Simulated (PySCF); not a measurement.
Delta-SCF ions had no search for a lower state. Excitations are Tamm–Dancoff values on a coarser integration grid. The basis has no diffuse functions, so Rydberg states are missing or too high.

## CH$_{2}$F$_{3}$N, SMILES `NC(F)(F)F` (charge 0, multiplicity 1)

All values below come from ωB97X-D3(BJ)/def2-TZVP // B3LYP-D3(BJ)/def2-TZVP run with PySCF 2.14.0.

```
Property                                                       Result
--------------------------------------  -----------------------------
HOMO                                                        -11.52 eV
dipole moment                                                  2.58 D
HOMO–LUMO gap                                                14.24 eV
LUMO                                                          2.72 eV
S1 excitation (TDA)                                           8.32 eV
S1 oscillator strength                                          0.029
T1 excitation (TDA)                                           7.88 eV
S1–T1 gap (TDA)                                               0.44 eV
vertical ionisation energy (Delta-SCF)                       11.89 eV
total energy                                             -393.8335 Ha
cost                                    around 3 core-minutes (rough)
```

```xyz
7

N      0.8558     0.2166    -0.2433
C     -0.5045    -0.0073    -0.0168
F     -1.1347     1.1529     0.2270
F     -0.7838    -0.8181     1.0476
F     -1.0658    -0.5942    -1.0859
H      1.2903     0.6916     0.5366
H      1.3429    -0.6414    -0.4651
```
Charge 0, spin multiplicity 1.
